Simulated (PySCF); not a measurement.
## Excitation energy of Ga by level of theory

Ga [Ar] 3d10 4s2 4p1 (2P) → Ga [Ar] 3d10 4s2 4d1 (2D), as a difference of total energies. All numbers are calculated (PySCF 2.14, a scalar-relativistic core potential, in aug-cc-pwCVDZ-PP with ECP10MDF). Correlated levels: valence: 3s2 3p6 3d10 frozen. The calculations carry no spin-orbit coupling.

```json
{"method": "UHF", "excitation energy (eV)": "4.981", "error (eV)": "+0.736"}
{"method": "MP2 (valence)", "excitation energy (eV)": "5.023", "error (eV)": "+0.778"}
{"method": "SCS-MP2 (valence)", "excitation energy (eV)": "5.005", "error (eV)": "+0.760"}
{"method": "CCSD (valence)", "excitation energy (eV)": "4.829", "error (eV)": "+0.584"}
{"method": "CCSD(T) (valence)", "excitation energy (eV)": "4.774", "error (eV)": "+0.529"}
{"method": "CCSDT (valence)", "excitation energy (eV)": "4.737", "error (eV)": "+0.492"}
```

Reference: 4.245 eV (measured; NIST levels, between the centres of gravity of the two terms).

Errors of the correlated levels include the incompleteness of this basis and the frozen core.

The promoted electron is Rydberg-like, and one or two diffuse shells describe it only roughly, which tends to raise the upper state.

The coupled-cluster amplitudes are large for the upper state (T1 above 0.03 or a double amplitude above 0.15), so a single reference is strained.
